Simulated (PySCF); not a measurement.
A structure optimised at B3LYP-D3(BJ)/def2-SVP, used in a PySCF frequency run:

```
B
C 1 1.5757
H 2 1.1015 1 115.12
H 2 1.1028 3 109.60 1 129.47
H 2 1.1099 3 106.66 4 113.71
C 1 1.5760 2 120.04 3 160.17
H 6 1.1014 1 115.03 2 14.85
H 6 1.1029 7 109.50 1 -128.78
H 6 1.1096 7 106.76 8 -113.62
C 1 1.5769 2 119.55 3 -18.25
H 10 1.1010 1 115.46 2 -165.52
H 10 1.1038 11 109.23 1 -127.67
H 10 1.1088 11 107.34 12 -113.36
```
Charge 0, spin multiplicity 1.

Q: Write its SMILES and formula.

A: CB(C)C, C3H9B

Q: What are its rotational constants (standard atomic weights)?

A: 7.2917, 7.2211, 3.8872 GHz
